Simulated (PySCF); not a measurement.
C2Si, SMILES [C]1[C][Si]1 (connectivity only; charge and spin as stated), neutral, multiplicity 1. Atoms are numbered in the order given.

```xyz
3

Si     0.0000     0.0000    -0.7945
C      0.0000     0.6307     0.9269
C      0.0000    -0.6307     0.9269
```
Charge 0, spin multiplicity 1.

The structure is a stationary point at ωB97X-D3(BJ)/def2-TZVP.

Method: PBE0/def2-TZVPD run with PySCF.

Symmetry labels are those of the subgroup C2v that the program uses (full group C2v).

Computed valence orbital energies around the gap with their symmetry:
```tsv
orbital	symmetry	energy (eV)
HOMO−7	B1	-101.74
HOMO−6	A1	-101.56
HOMO−5	A1	-23.20
HOMO−4	A1	-13.34
HOMO−3	B2	-11.67
HOMO−2	B1	-9.70
HOMO−1	A1	-8.83
HOMO	A1	-7.56
LUMO	B2	-3.35
LUMO+1	B1	-2.56
LUMO+2	A2	0.19
LUMO+3	B2	0.52
```
